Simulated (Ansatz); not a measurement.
A single point on C$_{2}$H$_{7}$GeN, SMILES `C=C[NH][GeH3]`.

```yaml
crystal:
  periodic: [false, false, false]
  atoms:
    - {symbol: C, position_ang: [-0.380305, 2.115200, -0.322899]}
    - {symbol: C, position_ang: [-0.448420, 0.852879, 0.102978]}
    - {symbol: N, position_ang: [0.069636, -0.261173, -0.522043]}
    - {symbol: Ge, position_ang: [0.426041, -1.839032, 0.355894]}
    - {symbol: H, position_ang: [0.146791, 2.387856, -1.231006]}
    - {symbol: H, position_ang: [-0.870298, 2.902867, 0.231403]}
    - {symbol: H, position_ang: [-0.987128, 0.629621, 1.021950]}
    - {symbol: H, position_ang: [0.594176, -0.061985, -1.360704]}
    - {symbol: H, position_ang: [1.686147, -1.746427, 1.241563]}
    - {symbol: H, position_ang: [0.626776, -2.903801, -0.730150]}
    - {symbol: H, position_ang: [-0.798115, -2.132903, 1.233815]}
basis:
  gaussian: {orbitals: def2-TZVPP}
hamiltonian: {xc: pbe}
correlation: {method: rpa}
```

```sh
$ ansatz run in.yaml --threads 4 --pin off --events-out ev --progress --plain --max-ram 10444MiB
```

Shortened log:

```
Functional definition: PBE
1423 factors; integrals over basis functions are off by at most 8.7e-4 eV
mean field evaluation 1: about -60170.3511 eV, gradient 8.0e1 eV
mean field evaluation 2: about -60170.3457 eV, gradient 8.0e1 eV
mean field evaluation 4: about -60181.2356 eV, gradient 2.6e1 eV
mean field evaluation 8: about -60183.6637 eV, gradient 8.8e-1 eV
mean field evaluation 16: about -60183.6654 eV, gradient 5.2e-4 eV
mean field -60183.66544595 eV, -2211.7089111851 hartree, gradient 2.6e-6 eV, S^2 0.000000; 0 other end points of the search recorded, 0 dependent functions left out
12 core orbitals not correlated: weight in the atoms' cores, before any rotation towards them, 1.000 or more for the frozen orbitals, at most 0.000 for the correlated occupied ones
reference -60126.20777435 eV, -2209.5973806998 hartree; 17, 17 occupied and 210, 210 virtual orbitals, 1423 factors
Total energy: -60161.88571850 eV, -2210.9085209640 hartree
```

Hardware: 4 threads of an Arm Neoverse V1 on a shared host. Wall time 4.5 s, peak host memory 0.53 GiB.
